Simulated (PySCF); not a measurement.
## Core-level binding energies of `C=Nc1ccn[n-]1`

Compound: C4H4N3 (charge -1).
Bonds: C1–N2 (double), N2–C3, C3–C4 (aromatic), C4–C5 (aromatic), C5–N6 (aromatic), N6–N7 (aromatic), C3–N7 (aromatic). Hydrogens: H8, H9 on C1; H10 on C4; H11 on C5.

Computed, not measured: delta-SCF UKS SCAN, pcX-2 on the ionised atom, pcseg-1 elsewhere, spin-free X2C (PySCF 2.14.0). Binding energies are ΔSCF values: E(core-ionised, relaxed orbitals) − E(ground state) at a fixed geometry, referred to the vacuum level.

Q: Give the core binding energies atom by atom.

A: 
```tsv
atom(s)	environment	level	binding energy (eV)	above the level's lowest (eV)	count
N6	ring nitrogen	N 1s	398.85	+0.09	1
N7	two-coordinate ring nitrogen	N 1s	398.76	0.00	1
C1	imine carbon	C 1s	285.84	+1.30	1
C3	aromatic carbon bearing nitrogen	C 1s	285.74	+1.20	1
C5	aromatic CH next to a ring nitrogen	C 1s	285.01	+0.47	1
C4	aromatic CH carbon	C 1s	284.54	0.00	1
```

Lowest listed C 1s: C4, bonded to 2 C (aromatic in the SMILES) and H. Highest, 1.30 eV above it: C1, bonded to N (double bond) and 2 H. The widest gap between neighbouring values is 0.73 eV, between 285.01 and 285.74 eV. Summing the Pauling electronegativity differences to the bonded atoms, each weighted by its formal bond order, gives -0.35 for the lowest site and +0.28 for the highest; the largest sum, +1.23, belongs to C3, 0.10 eV below the top.

The 2 N 1s values lie within 0.09 eV of each other; Gaussian lines of 0.5 eV full width would blend them into one maximum.

Q: Which photon wavelength matches the C 1s of C4 threshold?

A: λ = hc/E = 12398.42 eV Å / 284.54 eV = 43.574 Å.

Q: Which effective nuclear charge Zeff reproduces each element's mean 1s value in the hydrogen-like formula E = 13.606 eV × Zeff²?

A: C (Z = 6): mean 285.3 eV, Zeff = 4.58, Z − Zeff = 1.42; N (Z = 7): mean 398.8 eV, Zeff = 5.41, Z − Zeff = 1.59. Means run over the listed sites, weighted by atom count.

The list is incomplete; no value stands for N 1s of N2 (atom 2) (hole states with ⟨S²⟩ of 1 or more are left out). The species carries charge -1, so core ionisation leaves a neutral species. The basis sets have no added diffuse functions. Geometry: GFN2-xTB, one conformer, isolated ion.

Time: 1.7 min. Hardware: Arm Neoverse N1, one thread, on a shared host.

Conformer computed: `[CH2:1]=[N:2][c:3]1[cH:4][cH:5][n:6][n-:7]1`: C1–N2–C3–C4 180°.
